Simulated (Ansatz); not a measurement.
A nudged elastic band was laid between two geometries of BrH + H5NSi (9 atoms, charge 0, multiplicity 1).

Method: RKS CAM-B3LYP-D4/def2-SVP (Ansatz 0.2.0).

* movable images: 5
* climbing image: yes
* spring: 5.0 eV/Å²
* optimiser: quadratic models (default)
* start path: through a guess of the saddle point
* force threshold: 0.05 eV/Å
* iteration limit: 60
* end points: relaxed

Image 0:

```xyz
9
Properties=species:S:1:pos:R:3
Si -1.026 0.559 0.068
N 0.152 -0.709 0.397
H -1.251 0.573 -1.399
H -2.333 0.348 0.755
H -0.435 1.836 0.541
H 1.645 -0.289 -0.504
Br 2.839 0.111 -1.268
H 0.479 -0.789 1.359
H -0.071 -1.640 0.051
```

Image 6:

```xyz
9
Properties=species:S:1:pos:R:3
Si -0.751 1.032 -0.722
N 0.923 -1.454 1.162
H -1.545 2.067 -1.427
H -1.531 -0.222 -0.620
H -0.354 1.525 0.617
H 1.464 -1.044 0.404
Br 1.086 0.653 -1.930
H 0.621 -0.694 1.768
H 0.087 -1.863 0.748
```

**Question.** Which bonds break or form, and what moves?

**Answer.** Bonds broken: Si1–N2, H6–Br7. Bonds formed: Si1–Br7, N2–H6. BrH + H5NSi becomes BrH3Si + H3N.

**Question.** What energy profile does the band end with?

**Answer.** The run converged. The highest image is number 3 of 0 to 6, 7.2 kcal/mol above the first end and 9.8 kcal/mol above the last; the last end lies 2.6 kcal/mol below the first. A vibrational analysis at the climbing image gives one clearly imaginary mode, 204i cm⁻¹: a first-order saddle point. The orbitals stay closed-shell, which can raise the energy where a bond breaks towards radicals; this wasn't checked here.

| image | path coordinate (Å) | energy (kcal/mol) | Si1–N2 (Å) | H6–Br7 (Å) | Si1–Br7 (Å) |
| --- | --- | --- | --- | --- | --- |
| 0 | 0.00 | 0.0 | 1.76 | 1.47 | 4.11 |
| 1 | 0.84 | 2.4 | 1.78 | 1.53 | 3.49 |
| 2 | 1.68 | 6.4 | 1.89 | 2.10 | 2.99 |
| 3 | 2.51 | 7.2 | 2.00 | 2.57 | 2.54 |
| 4 | 3.70 | -0.4 | 2.36 | 2.94 | 2.30 |
| 5 | 4.89 | -2.5 | 3.50 | 3.22 | 2.23 |
| 6 | 6.08 | -2.6 | 3.54 | 2.91 | 2.23 |

**Question.** What is the geometry of the highest image?

**Answer.** 
```xyz
9
Properties=species:S:1:pos:R:3
Si -0.545 0.709 -0.267
N 0.375 -0.871 0.534
H -1.261 0.923 -1.551
H -1.734 0.259 0.571
H -0.056 1.891 0.478
H 1.379 -0.661 0.578
Br 1.554 0.552 -1.683
H -0.006 -1.137 1.447
H 0.294 -1.666 -0.107
```

**Question.** What are the harmonic wavenumbers there?

**Answer.** 204i, 121, 204, 273, 436, 566, 691, 777, 838, 926, 1032, 1155, 1275, 1562, 1605, 2048, 2236, 2291, 3427, 3546, 3573 cm⁻¹.

The band took 26 iterations and about 5 core-minutes.

The run took 2.8 min on 2 threads of Intel(R) Xeon(R) 6975P-C (Granite Rapids), with other jobs on the host, peak memory 0.26 GiB.
